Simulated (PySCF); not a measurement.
Input of a run (PBE0-D3(BJ)/def2-SVP geometry optimisation, gas phase (PySCF 2.14.0)), started from GFN2-xTB:
```
{"job": {"xc": "PBE0", "basis": "def2-SVP", "d3": "d3bj", "grid": 1, "shake": 0.01, "kind": "geom"}, "charge": 0, "multiplicity": 1}
Si     3.035680     0.098720     0.108240
O      1.521950     0.659160     0.413870
C      0.274010    -0.015410     0.440510
B     -0.867240     0.699890     1.214250
C     -2.192600     0.392640     0.364030
C     -1.755880    -0.601430    -0.708210
C     -0.264230    -0.309370    -0.952590
H      3.177240    -0.384880    -1.268450
H      3.384090    -0.959270     1.036570
H      3.764030     1.345410     0.339510
H      0.432390    -0.991920     0.957680
H     -0.809610     1.330630     2.198280
H     -3.101630     0.071600     0.907050
H     -2.499090     1.340440    -0.101390
H     -2.349420    -0.541140    -1.617080
H     -1.855740    -1.607650    -0.310570
H     -0.161340     0.603140    -1.563350
H      0.239850    -1.118600    -1.444100
```

Output (energies in Eh, forces in Eh/bohr):
```
step   0  E = -547.90968720  max force = 0.031665
step   1  E = -547.91817426  max force = 0.007443
step   2  E = -547.91863769  max force = 0.002849
step   3  E = -547.91877763  max force = 0.001318
step   4  E = -547.91886362  max force = 0.001983
step   5  E = -547.91892521  max force = 0.001297
step   6  E = -547.91895513  max force = 0.001244
step   7  E = -547.91897198  max force = 0.000850
step   8  E = -547.91897527  max force = 0.000801
step   9  E = -547.91897411  max force = 0.000314
optimisation converged
```

**Question.** Summarise the run.

**Answer.** The energy falls by 5.8 kcal/mol over 10 energy and gradient evaluations, the largest force component goes from 0.0317 to 3.1e-04 Eh/bohr, and the atoms move by 0.213 Å rms after alignment. The bond that changes most is Si1–H9 (oxygen-bound silicon to Si–H hydrogen), which lengthens by 0.049 Å. Bonds longer at the end by more than 0.005 Å: 13 of 18; shorter: 4. Among the angles that change most is O2–Si1–H10, from 98.0° to 106.7°. Among the dihedrals that turn most is Si1–O2–C3–H11, from 42° to 53°. The energy rose by more than 1e-6 Eh at step 9. The first step brought 91 % of the lowering.

**Question.** What are the final bond lengths?

**Answer.** Si1–O2 1.665 Å, O2–C3 1.403 Å, C3–B4 1.572 Å, B4–C5 1.563 Å, C5–C6 1.537 Å, C6–C7 1.529 Å, C3–C7 1.536 Å, Si1–H8 1.497 Å, Si1–H9 1.499 Å, Si1–H10 1.488 Å, C3–H11 1.125 Å, B4–H12 1.207 Å, C5–H13 1.100 Å, C5–H14 1.114 Å, C6–H15 1.101 Å, C6–H16 1.104 Å, C7–H17 1.105 Å, C7–H18 1.103 Å. Numbering counts from 1 in the input's order; the species is `[SiH3]O[C@H]1BCCC1`.

The run used 157 basis functions and 63 SCF cycles in all.

Whether it is a minimum is left open (no frequencies). One conformer, not necessarily the lowest.
